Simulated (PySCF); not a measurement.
MoO₂Cl₂: how level, basis and relativity move the structure

Each row is its own optimisation.

Each entry is the lowest minimum that a search over a few typed start shapes (and spin states, where more than one is plausible) found, or that minimum re-optimised at the stated level; isomers with ligand–ligand bonds, or fragments after loss of a ligand pair, can lie lower. Open shells are unrestricted; no spin–orbit coupling; PySCF with density fitting.

```csv
level,2S+1,point group,mean bond to Mo (Å),atomisation (kJ/mol),gap (eV),polar-tensor charge of Mo,highest ω (cm⁻¹)
B3LYP/def2-TZVP (scalar-relativistic core potentials),?,?,?,?,?,?,?
PBE/def2-TZVP (scalar-relativistic core potentials),1,C2v,1.973,2185,3.70,1.92,1009
PBE0/def2-TZVP (scalar-relativistic core potentials),1,C2v,1.953,1943,6.16,2.19,1082
```

Fill in the row of B3LYP/def2-TZVP (scalar-relativistic core potentials).

2S+1: 1; point group: C2v; mean bond to Mo (Å): 1.969; atomisation (kJ/mol): 1980; gap (eV): 5.53; polar-tensor charge of Mo: 2.12; highest ω (cm⁻¹): 1051.

Across these levels the mean bond spreads over 0.020 Å and the highest wavenumber over 74 cm⁻¹; all give the same point group.

Levels that gave another bonding pattern or an unsound solution are left out.
